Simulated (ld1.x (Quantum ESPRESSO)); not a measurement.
**What one change does to a pseudopotential (Pb, ultrasoft)**

| Item | Value |
| --- | --- |
| Element | Pb (Z = 82) |
| Generator | ld1.x (Quantum ESPRESSO) 7.5 |
| Type | ultrasoft |
| Functional | LDA (PZ) |
| Relativity | scalar-relativistic |
| Frozen core | [Xe] 4f14 5d10 |
| Valence charge | 4 |
| Reference configuration | 6s2 6p2 |
| Partial waves | 6s (bound): rcut 1.60, rcutus 1.90 bohr; 6s channel at -0.45 Ry: rcut 1.60, rcutus 1.90 bohr; 6p (bound): rcut 2.50, rcutus 3.25 bohr; 6p channel at 0.75 Ry: rcut 2.50, rcutus 3.25 bohr |
| Local potential | all-electron potential smoothed inside 2.30 bohr (lloc = -1) |
| Core correction | a·sin(br)/r model core inside 1.85 bohr |
| Augmentation charge | built from norm-conserving waves at rcut, not smoothed further |

Change: core correction none.

Cutoffs: the cutoffs (Ry, on a coarse ladder) from which the occupation-weighted sum of valence levels, in a spherical-Bessel basis at the reference potential, stays within 10 and 1 mRy of its value at 400 Ry; they do not see the model core or the augmentation charge, which bear on the density cutoff. Errors are all-electron minus pseudo energies relative to the spin-unpolarised reference configuration.

What does the change do?

The potential gets neither clearly harder nor softer (10 Ry and 21 Ry → 10 Ry and 21 Ry); of the 9 tests that both files solve, the error grows in 3 and shrinks in 6 by more than 15 % and 0.3 meV (median size 19.4 → 45.1 meV); neither file shows a bound ghost.

| quantity | base | changed |
| --- | --- | --- |
| cutoff, loose | 10 Ry | 10 Ry |
| cutoff, tight | 21 Ry | 21 Ry |
| bound ghosts | none | none |
| error for 6s2 6p1, meV [ΔE 6.83 eV] | -18 | +6.9 |
| error for 6s2 6p0, meV [ΔE 20.59 eV] | -118 | +66 |
| error for 6s1 6p0, meV [ΔE 53.47 eV] | -599 | +258 |
| error for 6s2 6p1.5, meV [ΔE 2.61 eV] | -3.6 | +0.8 |
| error for 6s1 6p3, meV [ΔE 8.82 eV] | -40 | +13 |
| error for 6s2 6p2.3, meV [ΔE -0.86 eV] | 0.0 | +0.7 |
| error for 6s0 6p4, meV [ΔE 18.03 eV] | -155 | +89 |
| error for 6s2 6p2 (spin-polarised), meV [ΔE -0.45 eV] | -2.2 | +90 |
| error for 6s2 6p1 (spin-polarised), meV [ΔE 6.69 eV] | -19 | +45 |
| s: phases at 3.53 bohr within 0.05 rad from the reference energy up to (Ry; the scan ends near 5) | 0.0 | 0.0 |
| p: phases at 3.53 bohr within 0.05 rad from the reference energy up to (Ry; the scan ends near 5) | 2.0 | 2.0 |
| lowest overlap eigenvalue by channel | s 0.48, p 0.45 | s 0.48, p 0.45 |
